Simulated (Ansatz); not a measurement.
CH3AlF2S, SMILES `FC[S][AlH][F]` from Hartree–Fock to CCSD(T)

Z-matrix (Å, degrees):
```
C
S 1 1.781
F 1 1.480 2 106.2
H 1 1.088 2 114.7 3 -113.8
H 1 1.088 2 114.3 3 114.1
Al 2 2.248 1 79.6 3 6.5
F 6 1.651 2 116.5 1 91.7
H 6 1.568 2 121.6 1 -110.3
```

The species carries charge 0 and has multiplicity 1. Geometry: relaxed with PBE0-D4/def2-TZVP. It is one conformer, not always the lowest. Frozen core, restricted reference, the Gaussian-basis code of Ansatz. CBS rows extrapolate triple and quadruple zeta; past MP2 they add the triple-zeta difference.

| basis | HF (Eh) | MP2 corr. |
| --- | --- | --- |
| def2-SVP | -877.65518 | -0.69965 |
| def2-TZVPP | -878.17882 | -0.92066 |
| def2-QZVPP | -878.20895 | -1.00290 |

Problem. Estimate the CCSD correlation energy and the (T) correction in each basis where they were run (hartree).

Solution. 
```
     basis  CCSD corr.       (T)
  def2-SVP    -0.73587  -0.01631
def2-TZVPP    -0.95172  -0.03416
 CBS(def2)    -1.09488     as TZ
```
